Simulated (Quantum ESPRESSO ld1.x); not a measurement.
Problem. The chromium ion Cr21+, 3 electrons, occupied as [He] 2s1. Calculated with ld1.x of Quantum ESPRESSO 7.5: scalar-relativistic Kohn-Sham, LDA (Slater exchange, Perdew-Zunger correlation), spin-polarised, spherical densities, point nucleus; open shells are filled with parallel spins first. Some entries of the table are withheld. Estimate them.

orbital  occ.  eigenvalue (hartree)  <r> (bohr)  r(max) (bohr)
1s up       1              -264.466     0.06314        0.04155
1s down     1              -264.213     0.06311        0.04156
2s up       1              -61.8942      0.2612            (1)
2s down     0              -60.7124      0.2620            (2)
2p up       0              -59.9904      0.2232         0.1779
2p down     0              -58.9412      0.2229         0.1766
3s up       0              -26.4402      0.5991         0.5765
3s down     0              -26.1131      0.6056         0.5823

Solution. 
(1) 2s up r(max) (bohr): 0.2262
(2) 2s down r(max) (bohr): 0.2260
